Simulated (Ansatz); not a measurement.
(1) Predict a relaxed structure of the cluster ZnI₂⁺, charge 1, doublet, at r2SCAN-D4/def2-TZVP (Ansatz).

## Answers

(1) 
Cartesian coordinates in Å:
```
Zn 0.000 0.000 0.000
I -1.698 0.606 1.633
I 1.698 -0.605 -1.633
```
Point group D∞h (tolerance 0.1 Å). The metal has 2 neighbours: I 2.43 Å, I 2.43 Å. This is one stationary point.

In the def2 sets I takes a core potential; there is no spin–orbit coupling. The relaxation made no stability test and no search for a lower SCF solution. The structure comes from a short search, and lower isomers may exist.
